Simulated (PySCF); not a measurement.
Ag (silver, neutral) across methods

[Kr] 4d10 5p1, 2P determinant (an excited configuration). Computed with PySCF 2.14 in x2c-QZVPPall (13s8p7d4f2g, 118 functions), with the spin-free X2C one-electron Hamiltonian (Gaussian nucleus).

```json
{"method": "PBE", "E (hartree)": "-5314.92", "mean ε 4d α (eV)": "-9.385", "mean ε 4d β (eV)": "-9.316", "mean ε 5p α (eV)": "-2.058", "Σ⟨r²⟩ (bohr²)": "61.47", "⟨S²⟩": "0.753"}
{"method": "UHF", "E (hartree)": "-5312.76502", "mean ε 4d α (eV)": "-16.235", "mean ε 4d β (eV)": "-16.241", "mean ε 5p α (eV)": "-3.322", "Σ⟨r²⟩ (bohr²)": "67.69", "⟨S²⟩": "0.754"}
{"method": "BLYP", "E (hartree)": "-5315.51", "mean ε 4d α (eV)": "-9.260", "mean ε 4d β (eV)": "-9.211", "mean ε 5p α (eV)": "-1.921", "Σ⟨r²⟩ (bohr²)": "61.48", "⟨S²⟩": "0.753"}
{"method": "r2SCANh", "E (hartree)": "-5315.32", "mean ε 4d α (eV)": "-10.301", "mean ε 4d β (eV)": "-10.256", "mean ε 5p α (eV)": "-2.270", "Σ⟨r²⟩ (bohr²)": "61.07", "⟨S²⟩": "0.756"}
{"method": "r2SCAN", "E (hartree)": "-5315.33", "mean ε 4d α (eV)": "-9.564", "mean ε 4d β (eV)": "-9.513", "mean ε 5p α (eV)": "-2.110", "Σ⟨r²⟩ (bohr²)": "60.82", "⟨S²⟩": "0.756"}
{"method": "LDA", "E (hartree)": "-5309.83", "mean ε 4d α (eV)": "-9.580", "mean ε 4d β (eV)": "-9.510", "mean ε 5p α (eV)": "-2.088", "Σ⟨r²⟩ (bohr²)": "60.47", "⟨S²⟩": "0.752"}
{"method": "CAM-B3LYP", "E (hartree)": "-5315.61", "mean ε 4d α (eV)": "-12.721", "mean ε 4d β (eV)": "-12.677", "mean ε 5p α (eV)": "-3.159", "Σ⟨r²⟩ (bohr²)": "61.67", "⟨S²⟩": "0.754"}
```

Question: Estimate the same row for PBE0.

Answer: E (hartree) = -5314.99; mean ε 4d α (eV) = -11.265; mean ε 4d β (eV) = -11.213; mean ε 5p α (eV) = -2.480; Σ⟨r²⟩ (bohr²) = 62.12; ⟨S²⟩ = 0.753.
